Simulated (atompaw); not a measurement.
**Cutoff test, Pd, PAW (atompaw)**

| Item | Value |
| --- | --- |
| Element | Pd |
| Generator | atompaw 4.2.0.5 |
| Type | PAW |
| Functional | LDA (PW92) |
| Relativity | scalar-relativistic |
| Frozen core | [Ar] 3d10 |
| Valence charge | 18 |
| Reference configuration | 4s2 4p6 4d10 5s0 5p0 |
| Partial waves | 4s (bound); 5s (bound, empty); 4p (bound); 5p (bound, empty); 4d (bound); 4d channel at 0.75 Ry |
| Local potential | troulliermartins scheme with l = 3 at 0 Ry, radius 1.70 bohr |
| Core correction | smooth core density matched at 1.85 bohr |
| Augmentation charge | besselshape compensation charge, radius 1.66 bohr; PAW radius 2.40 bohr; waves and projectors: bloechl |

The pseudo-atom Hamiltonian at the reference potential is diagonalised in spherical Bessel functions j_l(qr) that vanish at 20 bohr, with q² up to the cutoff. All-electron valence levels (Ry): 4s -6.2794, 5s -0.2654, 4p -3.7750, 5p -0.0262, 4d -0.3167.

Problem. How do the lowest levels (Ry) of each channel move with the cutoff, and are there ghosts?

Solution.

| cutoff (Ry) | s #1 | s #2 | s #3 | p #1 | p #2 | d #1 | d #2 | f #1 | f #2 | Σ f·Δε (mRy) |
| --- | --- | --- | --- | --- | --- | --- | --- | --- | --- | --- |
| 8 | -0.4856 | -0.0140 | 0.0690 | -0.0725 | 0.0527 | 0.0680 | 0.1553 | 0.1149 | 0.2473 | 37649.7 |
| 12 | -2.6414 | -0.2291 | 0.0263 | -0.1279 | 0.0447 | 0.0678 | 0.1533 | 0.1149 | 0.2473 | 33003.2 |
| 18 | -5.0347 | -0.2502 | 0.0247 | -1.4334 | -0.0062 | 0.0668 | 0.1446 | 0.1149 | 0.2473 | 20373.3 |
| 30 | -6.1569 | -0.2609 | 0.0237 | -3.3561 | -0.0229 | -0.0205 | 0.0740 | 0.1149 | 0.2473 | 5720.0 |
| 40 | -6.2577 | -0.2647 | 0.0233 | -3.6913 | -0.0251 | -0.2286 | 0.0707 | 0.1149 | 0.2473 | 1426.5 |
| 50 | -6.2595 | -0.2653 | 0.0233 | -3.7658 | -0.0257 | -0.2985 | 0.0704 | 0.1149 | 0.2473 | 276.0 |
| 60 | -6.2659 | -0.2653 | 0.0233 | -3.7726 | -0.0258 | -0.3135 | 0.0703 | 0.1149 | 0.2473 | 72.7 |
| 80 | -6.2760 | -0.2654 | 0.0233 | -3.7734 | -0.0258 | -0.3165 | 0.0703 | 0.1149 | 0.2473 | 17.7 |
| 110 | -6.2792 | -0.2654 | 0.0233 | -3.7747 | -0.0258 | -0.3166 | 0.0703 | 0.1149 | 0.2473 | 2.5 |
| 140 | -6.2794 | -0.2654 | 0.0233 | -3.7749 | -0.0258 | -0.3167 | 0.0703 | 0.1149 | 0.2473 | 0.4 |
| 180 | -6.2794 | -0.2654 | 0.0233 | -3.7750 | -0.0258 | -0.3167 | 0.0703 | 0.1149 | 0.2473 | 0.0 |
| 400 | -6.2794 | -0.2654 | 0.0233 | -3.7750 | -0.0258 | -0.3167 | 0.0703 | 0.1149 | 0.2473 | 0.0 |

Result: no extra level below or beside the all-electron valence levels (s, p, d, f tested); 10 mRy is reached at 90 Ry and 1 mRy at 140 Ry.
